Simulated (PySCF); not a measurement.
Sb(H)(OMe)2 (C₂H₇O₂Sb), SMILES C[O][SbH][O]C.

The structure is a stationary point at PBE-D3(BJ)/def2-SVP. The structure was generated by enumeration; whether it is a known compound was not checked. The def2 effective core potentials stand for the cores of Sb; spin–orbit coupling is left out. The values are those of a single conformer.

These are TDA-PBE/def2-SVPD (PySCF) values and carry that method's errors.

Vertical excitations. The molecule is in vacuum.

| state | energy (eV) | λ (nm) | f | main pairs |
|---|---|---|---|---|
| S1 | 4.47 | 277 | 0.004 | HOMO→LUMO 55 %, HOMO−1→LUMO 36 % |
| S2 | 4.56 | 272 | 0.006 | HOMO−1→LUMO 38 %, HOMO→LUMO 26 %, HOMO→LUMO+1 22 %, HOMO−2→LUMO 6 % |
| S3 | 4.70 | 264 | 0.002 | HOMO−1→LUMO+1 76 %, HOMO→LUMO+1 21 % |
| S4 | 4.92 | 252 | 0.013 | HOMO→LUMO+1 36 %, HOMO−2→LUMO 27 %, HOMO−1→LUMO+1 14 %, HOMO−1→LUMO 12 % |
| S5 | 5.01 | 247 | 0.022 | HOMO−2→LUMO 39 %, HOMO−2→LUMO+1 38 %, HOMO→LUMO+1 8 % |
| S6 | 5.32 | 233 | 0.004 | HOMO−3→LUMO 73 %, HOMO−3→LUMO+1 12 % |
| S7 | 5.45 | 228 | 0.124 | HOMO−2→LUMO+1 34 %, HOMO−2→LUMO 17 %, HOMO−3→LUMO 13 %, HOMO→LUMO 9 % |
| S8 | 5.78 | 214 | 0.044 | HOMO−3→LUMO+1 56 %, HOMO→LUMO+2 11 %, HOMO−1→LUMO+2 10 % |
| S9 | 5.92 | 209 | 0.040 | HOMO→LUMO+2 45 %, HOMO−1→LUMO+2 43 % |
| S10 | 5.94 | 209 | 0.050 | HOMO−1→LUMO+2 35 %, HOMO→LUMO+2 35 %, HOMO−4→LUMO 18 %, HOMO−3→LUMO+1 7 % |
| T1 | 3.99 | 311 | 0 | HOMO→LUMO 84 % |
| T2 | 4.19 | 296 | 0 | HOMO−1→LUMO 94 % |
| T3 | 4.25 | 292 | 0 | HOMO→LUMO+1 87 % |
| T4 | 4.35 | 285 | 0 | HOMO−1→LUMO+1 63 %, HOMO−2→LUMO 29 % |
Triplets are in the Tamm–Dancoff approximation.
